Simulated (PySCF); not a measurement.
(Z)-2-chloro-3-fluorobut-2-ene (C4H6ClF), SMILES C/C(F)=C(\C)Cl.

Geometry: B3LYP-D3(BJ)/def2-SVP.

The numbers are results of TDDFT-PBE/def2-SVPD (PySCF), not measurements.

Vertical excitations. The molecule is in vacuum. State labels are in the subgroup Cs.

```tsv
state	symmetry	energy (eV)	λ (nm)	f	main pairs
S1	A"	5.39	230	0.000	HOMO→LUMO+1 97 %
S2	A"	5.64	220	0.005	HOMO→LUMO+2 97 %
S3	A'	6.34	196	0.360	HOMO→LUMO 88 %
S4	A"	6.41	193	0.002	HOMO→LUMO+3 100 %
S5	A"	6.66	186	0.000	HOMO−1→LUMO 100 %
S6	A"	6.80	182	0.001	HOMO→LUMO+4 100 %
S7	A'	7.12	174	0.017	HOMO−1→LUMO+1 84 %, HOMO−1→LUMO+2 15 %
S8	A'	7.33	169	0.002	HOMO−1→LUMO+2 83 %, HOMO−1→LUMO+1 14 %
S9	A"	7.43	167	0.009	HOMO→LUMO+5 99 %
S10	A'	7.48	166	0.003	HOMO→LUMO+6 96 %
T1	A'	4.14	299	0	HOMO→LUMO 98 %
T2	A"	4.96	250	0	HOMO→LUMO+1 99 %
T3	A"	5.54	224	0	HOMO→LUMO+2 99 %
T4	A"	6.33	196	0	HOMO→LUMO+3 100 %
```
Triplets are in the Tamm–Dancoff approximation, which puts them higher than full response would, so one can lie above its singlet here.
